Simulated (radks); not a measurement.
Results of a calculation; reference values are marked as such.
Task: Level of theory: Dirac Kohn-Sham, LDA (Slater exchange, Perdew-Wang correlation), spin-unpolarised, spherical densities, point nucleus; open shells are shared between the two j in proportion to 2j + 1 (a radial shooting solver on a logarithmic mesh with Libxc functionals). Each species is in its NIST ground configuration. Rank Sn4+, C4+, Si4+, Pb4+, Ge4+ by radius at which the density is 0.001 e/bohr^3 (bohr), largest first.

Result: Pb4+ 3.01, Sn4+ 2.77, Ge4+ 2.35, Si4+ 1.79, C4+ 1.06.
